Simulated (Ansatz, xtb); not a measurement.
Ranking isomers of C4H3FO3

3 gas-phase structures of C4H3FO3, from a drawn sample of its isomers (lower ones may exist). Each was relaxed with GFN2-xTB:

A. `C=C(F)C(=O)OC=O`, a singlet
B. `O=C1OC=C[C@H](F)O1`, a singlet
C. `CC1=C(F)OC(=O)O1`, a singlet

Q: Estimate their order in r2SCAN-D4/def2-SVP energy at these geometries, lowest first.

A: Calculated order at r2SCAN-D4/def2-SVP: C (0.0), B (1.5), A (10.3) kcal/mol. CCSD(T)/def2-SVP + ΔMP2/def2-TZVPP after further relaxation puts B lowest instead.

Energies above the lowest of each column, in kcal/mol; the last columns are at PBE0-D3(BJ)/def2-SVP geometries:

```tsv
structure	GFN2-xTB	HF/STO-3G	r2SCAN-D4/def2-SVP	PBE0-D3(BJ)/def2-SVP	CCSD(T)/def2-SVP + ΔMP2/def2-TZVPP
C	0.0	0.0	0.0	0.0	1.7
B	8.4	14.6	1.5	1.3	0.0
A	38.4	44.9	10.3	12.7	7.5
```

CCSD(T)/def2-SVP + ΔMP2/def2-TZVPP puts B lowest; GFN2-xTB picks C, HF/STO-3G picks C, r2SCAN-D4/def2-SVP picks C, PBE0-D3(BJ)/def2-SVP picks C. CCSD(T)/def2-SVP + ΔMP2/def2-TZVPP orders those it was run on as B (0.0), C (1.7), A (7.5) kcal/mol. Flexible structures stand in one conformer each, not always the lowest. The ΔMP2 step shifts differences by up to 3.3 kcal/mol, which makes them less sure. ΔMP2 is the change of the MP2 energy from the smaller to the larger basis.

Programs: Ansatz 0.2.0, xtb 6.7.1.
